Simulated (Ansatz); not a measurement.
`[OH][GeH]([Cl])[Cl]` + HCl → `[Cl][GeH]([Cl])[Cl]` + H₂O at 600 K and 1 bar (ligand exchange at a Ge–O bond).

Computed with Ansatz on PBE0-D4/def2-TZVP structures; ΔE is electronic, products minus reactants. CCSD(T)/CBS adds triple-zeta CCSD(T) − MP2 to the extrapolated MP2 energy (def2 sets, frozen cores). This one scheme is used for every species. For Ge outer-core shells are correlated without core-valence functions, which leaves a few kJ/mol of doubt a bond. Scalar relativity is left out up to krypton. Each species was taken in one conformer, which may not be the lowest.

```csv
species,CCSD(T)/CBS energy (Eh),H − E (kJ/mol),S (J/(mol·K))
`[OH][GeH]([Cl])[Cl]`,-3072.15640,113.3,405.6
HCl,-460.38127,35.4,207.2
`[Cl][GeH]([Cl])[Cl]`,-3456.16971,77.1,391.6
H₂O,-76.37941,76.8,212.8
```

H − E and S are ideal-gas, rigid-rotor, harmonic terms from PBE0-D4/def2-TZVP, for one conformer and one mirror image of each species. 1 Eh = 2625.50 kJ/mol, R = 8.31446 J/(mol·K).

Problem. By hand: ΔE, ΔH, ΔS and ΔG.

Solution. ΔE = (-3456.16971) + (-76.37941) − (-3072.15640) − (-460.38127) = -0.01145 Eh = -30.1 kJ/mol. Δ(H − E) = 77.1 + 76.8 − 113.3 − 35.4 = 5.2, so ΔH = -24.9 kJ/mol. ΔS = 391.6 + 212.8 − 405.6 − 207.2 = -8.4 J/(mol·K). ΔG = -24.9 − 600 × (-8.4)/1000 = -19.9 kJ/mol.

Problem. By hand: the equilibrium constant, and the temperature at which ΔG would vanish if ΔH and ΔS stayed fixed.

Solution. log₁₀ K = −ΔG/(RT ln 10) = 1.7. ΔG = 0 at ΔH/ΔS = 2964 K, far beyond where these terms or the molecules hold.

The number of gas molecules stays the same, so ΔS is small and ΔH decides. A doubt of 5 kJ/mol in ΔE shifts log₁₀ K by 0.4 here. Other conformers and mirror images would add mixing entropy, several J/(mol·K) or more a flexible species. These are equilibria of isolated gas molecules and say nothing of rates. Largest T1 diagnostic: 0.010 (customary marks: 0.02 for closed shells, 0.045 for open ones).
